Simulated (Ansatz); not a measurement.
`[SiH3][SiH]1BN1` + `CON` → `CO[SiH3]` + `N[SiH]1BN1`  (formal exchange of groups at the Si–Si bond)

Program: Ansatz. Geometries: PBE0-D4/def2-TZVP. ΔE: electronic, gas phase. CCSD(T)/CBS is the MP2 limit (def2-TZVPP, def2-QZVPP) plus CCSD(T) − MP2 in def2-TZVPP, frozen cores. This one scheme is used for every species. DFT in def2-TZVPP. HSE06 is defined as in plane-wave codes. One conformer a species, not always the lowest.

```
             level  ΔE (kcal/mol)  difference from CCSD(T)/CBS
         revPBE-D4          -75.4                         11.6
         r2SCAN-D4          -83.3                          3.7
        r2SCANh-D4          -84.4                          2.6
          BHLYP-D4          -88.8                         -1.8
           ωB97X-V          -83.5                          3.5
            r2SCAN          -83.3                          3.7
           r2SCANh          -84.4                          2.6
           r2SCAN0          -85.9                          1.1
             HSE06          -80.1                          6.9
           LC-ωPBE          -83.9                          3.1
RPA@PBE/def2-TZVPP          -81.6                          5.4
      MP2/def2-SVP          -82.6                          4.4
    MP2/def2-TZVPP          -91.0                         -4.0
    MP2/def2-QZVPP          -92.3                         -5.3
SCS-MP2/def2-QZVPP          -91.1                         -4.1
    CCSD/CBS(def2)          -88.5                         -1.5
       CCSD(T)/CBS          -87.0                            0
```

Largest T1 diagnostic among the species: 0.015.

From r2SCAN to r2SCAN0 (25 % exact exchange), in def2-TZVPP and without D4, ΔE moves by −2.6 kcal/mol. At CCSD(T), def2-SVP lies +10.3 kcal/mol from the extrapolated value and def2-TZVPP +1.7 kcal/mol. In def2-TZVPP, CCSD(T) changes the Hartree–Fock value by +7.7 kcal/mol (the triples alone add +1.5 kcal/mol) and MP2 by +2.0 kcal/mol.
